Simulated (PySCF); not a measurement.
**GeF and its ions**

PBE0; Ge def2-TZVPPD, F def2-TZVPPD; no relativity (PySCF 2.14). Neutral (UKS): doublet (π ↑), Re = 1.757 Å, ωe = 663 cm⁻¹, De = 5.25 eV, HOMO -5.08 eV, LUMO -2.96 eV.

GeF⁺ (UKS): singlet (closed shell), Re = 1.677 Å, ωe = 809 cm⁻¹, De = 5.67 eV to Ge⁺ + F. The energies at the minima are -2176.52523 hartree for GeF and -2176.24905 for GeF⁺.

Q: Work out the adiabatic ionisation energy, without and with harmonic zero-point energies (1 hartree = 27.2114 eV, 1 eV = 8065.5 cm⁻¹), and the change of the bond length.

A: At PBE0: 0.27618 hartree = 7.515 eV between the minima; the zero-point term (809.0 − 663.0)/2 cm⁻¹ = +0.009 eV makes it 7.524 eV. Re changes by -8.0 pm against the neutral. The electron leaves a π orbital, and the shorter bond of the ion fits an antibonding orbital, or a change in how ionic the bond is.

GeF⁻ (UKS): triplet (π ↑↑), Re = 1.863 Å, ωe = 497 cm⁻¹, De = 2.91 eV to Ge + F⁻. The energies at the minima are -2176.52523 hartree for GeF and -2176.55861 for GeF⁻.

Q: Work out the adiabatic electron affinity, without and with harmonic zero-point energies (1 hartree = 27.2114 eV, 1 eV = 8065.5 cm⁻¹), and the change of the bond length.

A: At PBE0: 0.03338 hartree = 0.908 eV between the minima; the zero-point term (663.0 − 497.0)/2 cm⁻¹ = +0.010 eV makes it 0.919 eV. Re changes by +10.6 pm against the neutral. The electron enters a π orbital, and the longer bond of the ion fits an antibonding orbital, or a change in how ionic the bond is.

Spin–orbit coupling is left out. For an ion De counts to the pair picked by the measured ionisation energies or electron affinities, which need not be the lowest pair at this level. The highest Kohn–Sham level is positive in this anion. Much of that is self-interaction error, but it also means that the finite basis helps to hold the extra electron. States were picked by a PBE0 search and need not be the measured ground states.
